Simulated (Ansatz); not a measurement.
## Which is lower?

The two ends of one reaction step of Si2H6O3F2, singlet (PBE0-D4/def2-TZVP).

A:

```
13
angstrom
Si 0.4268 0.9571 2.0445
O -0.4455 -0.1125 -1.0455
Si -0.7950 -1.1790 -2.2609
F 0.7587 2.4594 2.3998
F 0.6273 0.1714 3.3972
O -1.0576 0.7738 1.4861
H 0.4592 -0.0657 -0.7062
O 1.4850 0.4215 0.9175
H -2.2454 -1.0347 -2.5167
H -0.0197 -0.8538 -3.4865
H -0.4807 -2.5746 -1.8568
H -1.1358 0.4863 0.5593
H 2.4228 0.5506 1.0683
```

B:

```xyz
13
angstrom
Si -0.6103 -0.1357 1.3739
O -0.2023 -0.4513 -0.1630
Si -0.4848 -1.5303 -1.3776
F -0.0497 -1.2882 2.2967
F -2.1804 -0.2184 1.5179
O -0.0601 1.2897 1.8369
H 1.1895 1.4233 -0.8170
O 1.3235 2.2317 -0.3110
H -1.9041 -1.4630 -1.7998
H 0.3973 -1.1350 -2.5037
H -0.1494 -2.9038 -0.9306
H 0.4604 1.7910 1.1792
H 2.2705 2.3899 -0.3018
```

Program: Ansatz 0.2.0. Basis: def2-TZVPP. Cores are frozen in the correlated methods. B3LYP uses VWN-RPA correlation.

Problem. Which structure is lower at CCSD(T), and by how much? (Judge from chemistry; the value comes from the calculation.)

Solution. By the calculation: B, by 0.157 eV (electronic energy, against the other). By their contacts, A is a complex of SiH₂O₂F₂ ([OH][Si]([OH])([F])[F]) + SiH₄O ([OH][SiH3]) and B is a complex of Si₂H₄O₂F₂ ([OH][Si]([F])([F])[O][SiH3]) + H₂O.

All methods give the same order:

| method | E(B) − E(A) (eV) |
| --- | --- |
| SPW92 | -0.070 |
| PBE-D4 | -0.133 |
| BLYP-D4 | -0.157 |
| r2SCAN-D4 | -0.138 |
| B97M-V | -0.137 |
| PBE0-D4 | -0.149 |
| B3LYP-D4 | -0.166 |
| r2SCAN0-D4 | -0.147 |
| BHLYP-D4 | -0.188 |
| CAM-B3LYP-D4 | -0.146 |
| wB97X-V | -0.147 |
| wB97M-V | -0.143 |
| B2PLYP | -0.133 |
| PBE-QIDH | -0.143 |
| RPA on PBE | -0.166 |
| HF | -0.179 |
| MP2 | -0.152 |
| CCSD | -0.162 |
| CCSD(T) | -0.157 |

No T1 diagnostic of these runs exceeds 0.012.

Labels in which every atom is bracketed show which atoms are joined, not bond orders.

For scale, one of the runs: CCSD(T)/def2-TZVPP, 323 basis functions, launched by `ansatz run in.yaml --threads 4 --pin off --events-out ev --progress --plain --max-ram 41984MiB --backend cuda --devices 0, --max-vram 37GiB`. The run took 5.5 s on 4 CPU threads of an AMD EPYC 7R13 and a share of one NVIDIA H100 (shared host), with 0.83 GiB of host memory at its peak.
